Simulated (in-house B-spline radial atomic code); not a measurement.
## Zn VI (Zn5+): [Ne] 3s2 3p5 3d7 7f1 (an excited or competing configuration)

Level of theory: Dirac-Hartree-Fock, average of configuration, Fermi nucleus of rms radius 3.9283 fm; calculated with a radial B-spline atomic code at the basis-set limit.

Z_r = [3n² - l(l+1)]/(2<r>); Z_e = n√(-2ε); the last column is Slater's effective charge. Values are occupation-weighted means over j.

```csv
shell,electrons,ε (eV),<r> (bohr),Z_r,Z_e,Slater
1s,2,-9864.5,0.05028,29.83,26.93,29.70
2s,2,-1361.9,0.2248,26.69,20.01,25.85
2p,6,-1193.3,0.198,25.25,18.73,25.85
3s,2,-272.3,0.6572,20.54,13.42,19.10
3p,5,-220.9,0.6744,18.53,12.09,19.10
3d,7,-136.83,0.7009,14.98,9.51,10.90
7f,1,-10.182,10.99,6.14,6.06,6.00
```

The least bound orbital is 7f5/2 at -10.18 eV, and it is also the most diffuse (<r> = 10.99 bohr).

Spin-orbit splittings of the orbital energies (j = l + 1/2 above j = l - 1/2 when positive): 2p 24.19 eV, 3p 3.538 eV, 3d 0.4955 eV, 7f -0.0003666 eV.

For the 1s electron the small component carries 1.17 % of the norm, the zero-frequency Breit interaction raises the level by 13.16 eV, self-energy by 6.728 eV, and vacuum polarisation lowers it by 0.6237 eV.
